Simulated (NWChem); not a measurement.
System: SnHF, singlet; SMILES [F][SnH]

Here is an NWChem input.

```
start job
memory heap 200 mb stack 900 mb global 1100 mb
geometry units angstroms
  Sn     0.019398     0.304729     0.000000
  H     -1.763091     0.510438     0.000000
  F     -0.068641    -1.653478     0.000000
end
basis spherical
  * library sto-3g
end
dft
  xc hfexch
  iterations 150
end
driver
  maxiter 120
end
task dft optimize
task dft freq
```

NWChem printed, in part:

```
             Northwest Computational Chemistry Package (NWChem) 7.3.0
             --------------------------------------------------------

 CS  symmetry detected

                             Geometry "geometry" -> ""
                             -------------------------

 Output coordinates in angstroms (scale by  1.889725989 to convert to a.u.)

  No.       Tag          Charge          X              Y              Z
 ---- ---------------- ---------- -------------- -------------- --------------
    1 Sn                  50.0000     0.03330290     0.29156150     0.00000000
    2 H                    1.0000    -1.75500757     0.43828883     0.00000000
    3 F                    9.0000     0.00998474    -1.66848487     0.00000000

 Effective nuclear repulsion energy (a.u.)     137.9620694898

      Symmetry information
      --------------------

 Group name             Cs
 Group number              2
 Group order               2
 No. of unique centers     3

                                Z-matrix (autoz)
                                --------

 Units are Angstrom for bonds and degrees for angles

      Type          Name      I     J     K     L     M      Value
      ----------- --------  ----- ----- ----- ----- ----- ----------
    1 Stretch                  1     2                       1.79432
    2 Stretch                  1     3                       1.96019
    3 Bend                     2     1     3                94.00890

  xc_inp: hfexch multiplicative factor not found.

                           NWChem Geometry Optimization
                           ----------------------------

 maximum gradient threshold         (gmax) =   0.000450
 rms gradient threshold             (grms) =   0.000300
 maximum cartesian step threshold   (xmax) =   0.001800
 rms cartesian step threshold       (xrms) =   0.001200
 fixed trust radius                (trust) =   0.300000
 source of zmatrix                         =   autoz

          -------------------
          Energy Minimization
          -------------------

 Using diagonal initial Hessian
 Scaling for Hessian diagonals: bonds = 1.00  angles = 0.25  torsions = 0.10

          --------
          Step   0

                                 NWChem DFT Module
                                 -----------------

 Summary of "ao basis" -> "ao basis" (spherical)
 ------------------------------------------------------------------------------
       Tag                 Description            Shells   Functions and Types
 ---------------- ------------------------------  ------  ---------------------
 Sn                          sto-3g                 11       27   5s4p2d
 H                           sto-3g                  1        1   1s
 F                           sto-3g                  3        5   2s1p

      Symmetry analysis of basis
      --------------------------

        a'         24
        a"          9

            General Information
            -------------------
          SCF calculation type: DFT
          Wavefunction type:  closed shell.
          No. of atoms     :     3
          No. of electrons :    60
           Alpha electrons :    30
            Beta electrons :    30
          Charge           :     0
          Spin multiplicity:     1
          Use of symmetry is: on ; symmetry adaption is: on
          Maximum number of iterations: 150
          AO basis - number of functions:    33
                     number of shells:    15
          Convergence on energy requested:  1.00D-06
          Convergence on density requested:  1.00D-05
          Convergence on gradient requested:  5.00D-04

              XC Information
              --------------
                     Hartree-Fock (Exact) Exchange  1.000

      Superposition of Atomic Density Guess
      -------------------------------------

 Sum of atomic energies:       -6061.66064251

      Non-variational initial energy
      ------------------------------

 Total energy =   -6061.253607
 1-e energy   =   -8668.617216
 2-e energy   =    2469.401540
 HOMO         =      -0.076925
 LUMO         =       0.127728

      Symmetry analysis of molecular orbitals - initial
      -------------------------------------------------

  Numbering of irreducible representations:

     1 a'          2 a"

  Orbital symmetries:

     1 a'          2 a'          3 a'          4 a'          5 a"
     6 a'          7 a'          8 a'          9 a"         10 a'
    11 a'         12 a'         13 a"         14 a'         15 a"
    16 a'         17 a'         18 a'         19 a"         20 a'
    21 a'         22 a'         23 a'         24 a"         25 a"
    26 a'         27 a'         28 a"         29 a'         30 a'
    31 a"         32 a'         33 a'

   convergence    iter        energy       DeltaE   RMS-Dens  Diis-err
 ---------------- ----- ----------------- --------- --------- ---------
 d= 0,ls=0.0,diis     1  -6061.7893443858 -6.20D+03  2.94D-02  1.78D-01
 d= 0,ls=0.0,diis     2  -6061.8485563522 -5.92D-02  7.56D-03  3.46D-02
 d= 0,ls=0.0,diis     3  -6061.8574162731 -8.86D-03  2.93D-03  1.18D-03
 d= 0,ls=0.0,diis     4  -6061.8581511380 -7.35D-04  1.07D-03  1.17D-04
 d= 0,ls=0.0,diis     5  -6061.8582523593 -1.01D-04  4.27D-04  1.32D-05
  Resetting Diis
 d= 0,ls=0.0,diis     6  -6061.8582630122 -1.07D-05  2.39D-05  6.56D-08
 d= 0,ls=0.0,diis     7  -6061.8582630523 -4.01D-08  2.02D-06  1.76D-09

[...]

      ----------------------
      Optimization converged
      ----------------------

  Step       Energy      Delta E   Gmax     Grms     Xrms     Xmax
  ---- ---------------- -------- -------- -------- -------- --------
@    4   -6061.86799258 -2.5D-07  0.00005  0.00003  0.00046  0.00094
                                     ok       ok       ok       ok

                                Z-matrix (autoz)
                                --------

 Units are Angstrom for bonds and degrees for angles

      Type          Name      I     J     K     L     M      Value     Gradient
      ----------- --------  ----- ----- ----- ----- ----- ---------- ----------
    1 Stretch                  1     2                       1.66350    0.00002
    2 Stretch                  1     3                       1.86701    0.00005
    3 Bend                     2     1     3                91.40656   -0.00001

                         Geometry "geometry" -> "geometry"
                         ---------------------------------

 Output coordinates in angstroms (scale by  1.889725989 to convert to a.u.)

  No.       Tag          Charge          X              Y              Z
 ---- ---------------- ---------- -------------- -------------- --------------
    1 Sn                  50.0000    -0.00050380     0.28113352     0.00000000
    2 H                    1.0000    -1.66186124     0.36546581     0.00000000
    3 F                    9.0000    -0.04935489    -1.58523386     0.00000000

 Effective nuclear repulsion energy (a.u.)     145.3336469187

      Symmetry information
      --------------------

 Group name             Cs
 Group number              2
 Group order               2
 No. of unique centers     3

                Final and change from initial internal coordinates
                --------------------------------------------------

                                Z-matrix (autoz)
                                --------

 Units are Angstrom for bonds and degrees for angles

      Type          Name      I     J     K     L     M      Value       Change
      ----------- --------  ----- ----- ----- ----- ----- ---------- ----------
    1 Stretch                  1     2                       1.66350   -0.13082
    2 Stretch                  1     3                       1.86701   -0.09318
    3 Bend                     2     1     3                91.40656   -2.60234

[...]

 Rotational Constants
 --------------------
 A=   6.102925 cm-1  (  8.780551 K)
 B=   0.295091 cm-1  (  0.424560 K)
 C=   0.281480 cm-1  (  0.404978 K)

 Temperature                      =   298.15K
 frequency scaling parameter      =   1.0000

 Zero-Point correction to Energy  =    5.357 kcal/mol  (  0.008537 au)
 Thermal correction to Energy     =    7.244 kcal/mol  (  0.011544 au)
 Thermal correction to Enthalpy   =    7.836 kcal/mol  (  0.012488 au)

 Total Entropy                    =   61.815 cal/mol-K
   - Translational                =   40.658 cal/mol-K (mol. weight = 137.9080)
   - Rotational                   =   20.683 cal/mol-K (symmetry #  =        1)
   - Vibrational                  =    0.474 cal/mol-K

 Cv (constant volume heat capacity) =    7.343 cal/mol-K
   - Translational                  =    2.979 cal/mol-K
   - Rotational                     =    2.979 cal/mol-K
   - Vibrational                    =    1.384 cal/mol-K

[normal modes left out]

 ----------------------------------------------------------------------------
 Normal Eigenvalue ||           Projected Infra Red Intensities
  Mode   [cm**-1]  || [atomic units] [(debye/angs)**2] [(KM/mol)] [arbitrary]
 ------ ---------- || -------------- ----------------- ---------- -----------
    1       -0.000 ||    0.000415           0.010         0.405       0.132
    2       -0.000 ||    0.000069           0.002         0.068       0.022
    3        0.000 ||    0.000044           0.001         0.043       0.014
    4        0.000 ||    0.000310           0.007         0.302       0.099
    5        0.000 ||    0.000422           0.010         0.411       0.135
    6        0.000 ||    0.000000           0.000         0.000       0.000
    7      681.486 ||    0.020696           0.477        20.176       6.607
    8      890.463 ||    0.124921           2.882       121.779      39.882
    9     2176.951 ||    0.135027           3.115       131.631      43.108
 ----------------------------------------------------------------------------
```

Level: Hartree-Fock/STO-3G, non-relativistic. Low-valent species are run as closed-shell singlets; no triplet was tried in these runs.
